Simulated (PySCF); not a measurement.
KCl, optimised at GFN2-xTB:

```xyz
2

K      0.0020    -0.9504     0.8715
Cl    -0.0020     0.9504    -0.8715
```

Method: PySCF energies (xtb for GFN2) plus ideal-gas RRHO corrections (1 bar). 6-31G* has spherical d functions here. All species are closed-shell singlets. B3LYP is the form with VWN-RPA correlation.

List the harmonic frequencies (cm⁻¹, unscaled) at this level and at the other levels, each on its own geometry.


- GFN2-xTB: 213
- B3LYP/6-31G*: 267
- HF/6-31G*: 263
- PBE/def2-SVP: 288
- PBE0/def2-TZVP: 276
